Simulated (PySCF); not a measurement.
A structure optimised at PBE0-D3(BJ)/def2-SVP, used in a PySCF frequency run:

```xyz
12

Be    -1.0470    -0.0402     0.0000
O     -2.4692    -0.0765     0.0000
H     -3.1168     0.6266     0.0000
N      0.4570    -0.0169     0.0000
C      1.2503     0.0121     1.2008
C      1.2503     0.0121    -1.2008
H      1.8745     0.9268     1.2686
H      1.9423    -0.8522     1.2652
H      0.6116    -0.0149     2.0983
H      1.9423    -0.8522    -1.2652
H      1.8745     0.9268    -1.2686
H      0.6116    -0.0149    -2.0983
```
Charge 0, spin multiplicity 1.

Q: Write its SMILES, formula and point group.

A: C[N](C)[Be][OH], C2H7BeNO, Cs

Q: What are its rotational constants (standard atomic weights)?

A: 9.4173, 2.8683, 2.2714 GHz
